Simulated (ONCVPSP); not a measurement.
**Before and after: ONCV potential for helium**

```
Element                 : He (Z = 2)
Generator               : ONCVPSP 4.0.1
Type                    : optimised norm-conserving Vanderbilt (ONCV)
Functional              : PBE
Relativity              : scalar-relativistic
Frozen core             : none
Valence charge          : 2
Reference configuration : 1s2
Partial waves           : 1s: rc 0.50 bohr, ncon 3, nbas 6, qcut 10.4 1/bohr, 2 projectors, debl 1.2 Ha; p scattering state at 0.22 Ha: rc 0.40 bohr, ncon 4, nbas 7, qcut 18.1 1/bohr, 2 projectors, debl 1.9 Ha
Local potential         : polynomial inside 0.30 bohr (lpopt 5, dvloc0 0 Ha)
Core correction         : none
```

All-electron outer shells of the reference configuration (PBE, scalar-relativistic, ld1.x):

```
shell  level (eV)  outermost node (bohr)  outermost maximum (bohr)
   1s      -15.76                      –                      0.56
```

Change: s: qcut 11.3; p: qcut 19.6.

Cutoffs: the cutoffs (Ha) at which the residual kinetic energy of the hardest occupied pseudo-wave falls to 1 and 0.1 mHa per electron; they do not see the model core or the augmentation charge, which bear on the density cutoff. Errors are all-electron minus pseudo energies relative to the spin-unpolarised reference configuration.

Problem. How do hardness, ghosts and transferability respond?

Solution. The potential gets softer (149 Ha and 364 Ha → 83 Ha and 345 Ha); neither file shows a bound ghost.

| quantity | base | changed |
| --- | --- | --- |
| cutoff, loose | 149 Ha | 83 Ha |
| cutoff, tight | 364 Ha | 345 Ha |
| bound ghosts | none | none |
| GHOST(+) flags under 300 eV | none | none |
| error for 1s1, meV [ΔE 26.96 eV] | +4.1 | +3.8 |
| error for 1s1.5, meV [ΔE 10.55 eV] | -0.8 | -0.6 |
| s: phases at 0.51 bohr within 0.05 rad from the reference energy up to (Ha; the scan ends near 5) | to the end of the scan | to the end of the scan |
| p: phases at 0.41 bohr within 0.05 rad from the reference energy up to (Ha; the scan ends near 5) | to the end of the scan | to the end of the scan |
